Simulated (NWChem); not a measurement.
A series in which one site is exchanged, each optimised at PBE0/def2-SVP with NWChem, gas phase unless a solvent is named. All stand in one matching conformer (torsions within 35°), which need not be the lowest. For some, no frequency run checked for a minimum. def2 effective core potentials on Cd, Te; no spin-orbit coupling.

A: [SiH3]O[Te]Cl (SiH3TeOCl; site = Te)
B: [Cl][Be][O][SiH3] (BeSiH₃OCl; site = Be)
C: [SiH3][O][Zn][Cl] (ZnSiH$_{3}$OCl; site = Zn)
D: [Cd]([O][SiH3])[Cl] (CdSiH₃OCl; site = Cd)

```
quantity                                                     A     B    C     D
--------------------------------------------------------  ----  ----  ---  ----
dipole (D), PBE0/def2-SVP                                 1.91  1.30  [?]  0.11
orbital gap (eV), PBE0/def2-SVP                           3.96  8.64  [?]  6.16
static polarisability, CAM-B3LYP/def2-SVPD (bohr³)        84.2  57.1  [?]  72.3
lowest singlet excitation, CAM-B3LYP/def2-SVPD, TDA (eV)  2.42  7.35  [?]  5.13
```

**Question.** What belongs in the gaps?

**Answer.** 
- dipole (D), PBE0/def2-SVP, C: 0.26
- orbital gap (eV), PBE0/def2-SVP, C: 6.89
- static polarisability, CAM-B3LYP/def2-SVPD (bohr³), C: 65.0
- lowest singlet excitation, CAM-B3LYP/def2-SVPD, TDA (eV), C: 5.78
